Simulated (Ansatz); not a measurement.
```yaml
crystal:
  periodic: [false, false, false]
  atoms:
    - {symbol: Mg, position_ang: [-1.032390, -0.053102, 1.359366]}
    - {symbol: H, position_ang: [-1.940816, -0.047530, 2.763713]}
    - {symbol: Cl, position_ang: [0.839031, -1.471968, 0.580608]}
    - {symbol: Mg, position_ang: [0.985794, -0.007167, -1.379065]}
    - {symbol: H, position_ang: [1.974788, 0.075159, -2.784817]}
    - {symbol: Cl, position_ang: [-0.775774, 1.347915, -0.565885]}
basis:
  gaussian: {orbitals: pcseg-2, final_grid: {core_spheres: 20, valence_spheres: 16, degree: 47}}
hamiltonian: {xc: {name: PBEsol}}
scf: {lower_state_search: light}
output: {forces: true}
```

```sh
$ ansatz run in.yaml --threads 2 --pin off --events-out ev --progress --plain --max-ram 4352MiB
```

Output, abridged:

```
Functional definition: PBEsol
1078 factors; their error is unknown
mean field evaluation 1: about -35891.7145 eV, gradient 2.7e1 eV
mean field evaluation 2: about -35891.4373 eV, gradient 3.1e1 eV
mean field evaluation 4: about -35894.4464 eV, gradient 1.4e0 eV
mean field evaluation 8: about -35894.4280 eV, gradient 1.3e-1 eV
mean field evaluation 16: about -35894.4280 eV, gradient 1.1e-5 eV
mean field -35894.42803565 eV, -1319.0959001930 hartree, gradient 1.1e-5 eV, S^2 0.000000; 0 other end points of the search recorded, 0 dependent functions left out
reference -35894.42808616 eV, -1319.0959020491 hartree; 30, 30 occupied and 104, 104 virtual orbitals, 1078 factors
Total energy: -35894.42808616 eV, -1319.0959020491 hartree
Atom 0 at    -1.032390    -0.053102     1.359366 Å, force     0.581127    -0.192077    -0.415154 eV/Å
Atom 1 at    -1.940816    -0.047530     2.763713 Å, force    -0.180891     0.002777     0.202869 eV/Å
Atom 2 at     0.839031    -1.471968     0.580608 Å, force    -0.304853     0.429633    -0.178644 eV/Å
Atom 3 at     0.985794    -0.007167    -1.379065 Å, force     0.126176    -0.237149     0.178992 eV/Å
Atom 4 at     1.974788     0.075159    -2.784817 Å, force    -0.094227    -0.027347     0.136871 eV/Å
Atom 5 at    -0.775774     1.347915    -0.565885 Å, force    -0.127331     0.024162     0.075065 eV/Å
Dipole moment:    -0.110149     0.022220    -0.012393 e Å
```

It took 1.9 s on 2 threads of Intel Xeon 6975P-C on a shared host.
